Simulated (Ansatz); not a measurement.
Consider the hydrogenolysis of a C–S bond: `F[SiH]1N=C1S` + H₂ → `F[SiH]1C=N1` + H₂S.

Program: Ansatz. Geometries: PBE0-D4/def2-TZVP. ΔE: electronic, gas phase. CBS: MP2 limit from def2 TZ/QZ plus the TZ coupled-cluster correction, frozen cores. This one scheme is used for every species. DFT in def2-TZVPP. B3LYP here is the variant with VWN-RPA as its local correlation; programs differ in this. HSE06 is defined as in plane-wave codes. One conformer a species, not always the lowest.

```tsv
level	ΔE (kJ/mol)	difference from CCSD(T)/CBS
LDA (SPW92)	-1.8	21.5
PBE-D4	-3.1	20.2
revPBE-D4	1.9	25.2
BLYP-D4	-4.7	18.6
r2SCAN-D4	-8.0	15.3
B97M-V	-16.7	6.6
B3LYP-D4	-14.5	8.8
r2SCANh-D4	-11.5	11.8
B2PLYP	-20.8	2.5
PBE-QIDH	-19.6	3.7
revPBE	-12.1	11.2
HSE06	-18.8	4.5
CCSD(T)/def2-SVP	-29.6	-6.3
CCSD(T)/def2-TZVPP	-25.3	-2.0
MP2/def2-QZVPP	-11.8	11.5
SCS-MP2/def2-QZVPP	-20.8	2.5
CCSD(T)/CBS	-23.3	0
```

Largest T1 diagnostic among the species: 0.015.

Leaving LDA and LC-ωPBE aside and taking each functional with its dispersion term where it has one, the values, not all of them listed here, spread over 27.5 kJ/mol, from BHLYP-D4 to revPBE-D4. LDA lies +7.3 kJ/mol from PBE without D4. The D4 term adds +9.8 kJ/mol with B3LYP and +5.2 kJ/mol with PBE0; it sums over pairs of atoms, weighted by their polarisabilities, and B3LYP, whose exchange is more repulsive, gets the larger term. In def2-TZVPP, CCSD(T) changes the Hartree–Fock value by +26.5 kJ/mol (the triples alone add +8.1 kJ/mol) and MP2 by +39.0 kJ/mol.
